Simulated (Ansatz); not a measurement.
Species: C₇H₁₃, charge 0, multiplicity 2. It need not be the lowest isomer of its formula. 
Coordinates optimised at B3LYP-D3(BJ)/def2-TZVP (Ansatz, a first-principles code):
```
C
H 1 1.0935
H 1 1.0936 2 106.38
C 1 1.5252 2 109.80 3 118.83
H 4 1.0960 1 109.41 2 179.44
H 4 1.0960 5 106.05 1 117.85
C 4 1.5266 5 109.22 6 117.61
H 7 1.0948 4 109.15 5 180.00
H 7 1.0948 8 106.10 4 117.49
C 7 1.5259 8 109.58 9 118.22
H 10 1.0915 7 111.49 8 -58.03
H 10 1.0927 11 107.74 7 -122.12
H 10 1.0927 11 107.74 12 -115.76
C 1 1.5353 2 108.98 3 -117.30
H 14 1.0955 1 109.15 2 -64.77
H 14 1.1024 15 106.13 1 117.78
C 14 1.4659 15 109.55 16 117.20
C 17 1.3051 14 140.53 15 -120.66
H 18 1.0851 17 122.66 14 -179.12
H 18 1.0936 19 116.03 17 179.82
```
Charge 0, spin multiplicity 2.

Total electronic energies in hartree. Valence correlation only, unless marked. Open shells are spin-unrestricted. Spin-orbit coupling is left out. No relativistic terms. CBS marks a two-point X^-3 extrapolation of the correlation energy; Hartree-Fock from the larger set. [CCSD(T)-MP2]/basis is that difference in the basis named.

The UHF reference is spin-contaminated (<S^2> 0.16 over the pure value in the largest basis). 

| level | program | energy (Eh) |
|---|---|---|
| PBE-D3(BJ)/def2-TZVPD | Ansatz + dftd3 | -274.19925 |
| BLYP-D3(BJ)/def2-TZVPD | Ansatz + dftd3 | … |
| PBE0/6-31G* | Ansatz | -274.13522 |
| PBE0/def2-TZVPD | Ansatz | -274.23363 |
| BHLYP-D3(BJ)/def2-TZVPD | Ansatz + dftd3 | -274.41946 |
| BHLYP-D4/def2-TZVPD | Ansatz + dftd4 | -274.41542 |
| B2GP-PLYP-D3(BJ)/def2-TZVPD | Ansatz + dftd3 | -274.25059 |
| B2GP-PLYP/def2-TZVPD | Ansatz | -274.24265 |
| B2PLYP-D4/def2-TZVPD | Ansatz + dftd4 | … |
| PBE-QIDH/def2-TZVPD | Ansatz | -274.18273 |
| MP2/cc-pVDZ | Ansatz | -273.53939 |
| RI-MP2/cc-pVTZ | Ansatz | -273.82446 |
| CCSD/6-31G | Ansatz | -273.15657 |
| CCSD/6-31G* | Ansatz | -273.53461 |
| RI-MP2/CBS(cc-pVTZ,cc-pVQZ)+[CCSD(T)-MP2]/cc-pVTZ | Ansatz | -274.1004 |

Question: Fill in the missing entries.

Answer: 
- BLYP-D3(BJ)/def2-TZVPD, energy (Eh): -274.44738
- B2PLYP-D4/def2-TZVPD, energy (Eh): -274.30972
